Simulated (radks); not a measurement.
Task: Neutral hydrogen, 1s1. Calculated with a radial shooting solver on a logarithmic mesh with Libxc functionals: non-relativistic Kohn-Sham, exchange-only LDA, spin-polarised, spherical densities, point nucleus. Every spin shell is full or empty, so the densities are truly spherical. Functionals are evaluated on that one density, not self-consistently. Rank these exchange functionals by their error against the exact value of the orbitals, and give that value: LDA, AM05, EV93, APBE, TPSS, revTPSS, SCAN, MVS.

Result: Exact: -0.294561 hartree. From best to worst, with 100 (|E| - |E exact|)/|E exact| (equal figures are ties): APBE -0.07, revTPSS +0.19, TPSS +0.22, SCAN +0.23, MVS +0.25, EV93 +4.28, AM05 -10.80, LDA -14.03.
